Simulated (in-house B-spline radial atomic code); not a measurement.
Ionising Cs3+ with different functionals

Computed with a B-spline radial code for spherical atoms: scalar-relativistic (spin-free X2C) Hamiltonian, Fermi nucleus of rms radius 4.8041 fm, spin-polarised at highest spin, spherical fractional occupations for the functionals, and exact exchange of hybrids averaged over the configuration. The ionisation energy is the difference of two self-consistent energies, [Kr] 4d10 5s2 5p4 → [Kr] 4d10 5s2 5p3, without Breit or QED terms; ε is the level of the shell that loses the electron (its least bound occupied spin orbital). There is no spin-orbit coupling in this Hamiltonian.

```
   method                    rung  ΔSCF (eV)  -ε(5p) (eV)
     PBE0           global hybrid      43.77        39.96
    B3LYP           global hybrid      44.03        39.82
    TPSSh           global hybrid      43.67        39.11
BHandHLYP           global hybrid      43.84        41.32
  r2SCAN0           global hybrid      43.54        39.94
    B97-1           global hybrid      43.87        39.68
    HSE06  range-separated hybrid      43.86        39.58
    wB97X  range-separated hybrid      44.16        42.61
CAM-B3LYP  range-separated hybrid      44.09        41.61
  LC-wPBE  range-separated hybrid      43.95        43.08
```

Question: Among the functionals, which spreads more, the ΔSCF values or the orbital energies?

Answer: The orbital energies: ΔSCF values span about 0.62 eV and the orbital energies 3.97 eV; here energy differences depend much less on the functional than eigenvalues do.

Question: How do they compare with the NIST value?

Answer: NIST lists 43 eV ± 1.7 (tabulated theory, ground level to ground level). Errors run from +0.54 to +1.16 eV; all lie within about twice that uncertainty, so the table can't rank the methods.
